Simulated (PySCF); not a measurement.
**Phosphorus: a sound run and one with changed settings**

Sound run: P²⁺ [Ne] 3s2 3p1, P³⁺ [Ne] 3s2. Calculation: PySCF 2.14, in aug-cc-pV(D+d)Z (5s4p3d, 32 functions); the non-relativistic Hamiltonian (point nucleus). In the sound run the correlated levels freeze [Ne]. The sound run starts from symmetry-adapted Hartree-Fock orbitals and uses a fine grid where one is needed.

Changed run: initial guess atom, at most 5 SCF cycles. This setting is unsound on purpose.

| species | method | sound run (hartree) | changed run (hartree) | converged |
| --- | --- | --- | --- | --- |
| P²⁺ | UHF | -339.64036 | -339.64036 | no |
| P²⁺ | r2SCAN | -340.11135 | -340.11135 | no |
| P²⁺ | BP86 | -340.17273 | -340.17273 | no |
| P³⁺ | UHF | -338.55333 | -338.55333 | yes |
| P³⁺ | r2SCAN | -338.99532 | -338.99532 | no |
| P³⁺ | BP86 | -339.05736 | -339.05736 | yes |
| P³⁺ | MP2 | -338.58580 | -338.58580 | yes |
| P³⁺ | CCSD(T) | -338.60165 | -338.60165 | yes |

The SCF was stopped early; the energies are upper bounds that still move, and correlated levels were skipped or rest on poor orbitals.
